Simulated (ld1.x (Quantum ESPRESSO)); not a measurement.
# What one change does to a pseudopotential (zirconium (Zr), RRKJ)

- Element: Zr (Z = 40)
- Generator: ld1.x (Quantum ESPRESSO) 7.5
- Type: norm-conserving RRKJ (Kleinman–Bylander form)
- Functional: PBE
- Relativity: scalar-relativistic
- Frozen core: [Kr]
- Valence charge: 4
- Reference configuration: 4d2 5s0.5 5p0 (charge +1.5)
- Partial waves: 5p (bound, empty): rc 2.95 bohr; 4d (bound): rc 2.65 bohr; 5s (bound): rc 3.05 bohr
- Local potential: the s channel
- Core correction: none
- rho0: 0.01

Change: all radii scaled by about 0.90 (s 2.74, p 2.66, d 2.38 bohr).

Cutoffs: the cutoffs (Ry, on a coarse ladder) from which the occupation-weighted sum of valence levels, in a spherical-Bessel basis at the reference potential, stays within 10 and 1 mRy of its value at 400 Ry; they do not see the model core or the augmentation charge, which bear on the density cutoff. Errors are all-electron minus pseudo energies relative to the spin-unpolarised reference configuration.

Task: Predict the effect on cutoff, ghosts and configuration errors.

Result: The potential gets harder (18 Ry and 25 Ry → 21 Ry and 30 Ry); a bound ghost appears in p, which as a rule spoils a file; of the 7 tests that both files solve, the error grows in 1 and shrinks in 0 by more than 15 % and 0.3 meV (median size 46.9 → 48.0 meV). A smaller radius makes the pseudo-wave follow the all-electron one further in, where it bends more sharply, so more plane waves are needed.

| quantity | base | changed |
| --- | --- | --- |
| cutoff, loose | 18 Ry | 21 Ry |
| cutoff, tight | 25 Ry | 30 Ry |
| loose cutoff by channel (10 mRy a level) | d 18 Ry, s 6 Ry | d 21 Ry, s 6 Ry |
| bound ghosts | none | p |
| error for 4d2 5s2 5p0, meV [ΔE -12.85 eV] | +125 | +124 |
| error for 4d2 5s1 5p0, meV [ΔE -5.71 eV] | +27 | +27 |
| error for 4d2 5s0 5p0, meV [ΔE 7.23 eV] | +47 | +48 |
| error for 4d3 5s1 5p0, meV [ΔE -11.65 eV] | +32 | +29 |
| error for 4d1 5s2 5p0, meV [ΔE -5.18 eV] | +209 | +178 |
| error for 4d1 5s2 5p1, meV [ΔE -9.84 eV] | +252 | +231 |
| error for 4d2 5s0 5p1, meV [ΔE -1.99 eV] | +18 | +21 |

 A true bound ghost makes a file unfit for plane-wave use even where its test errors are small: the radial tests pick states by their node count and pass the ghost by.
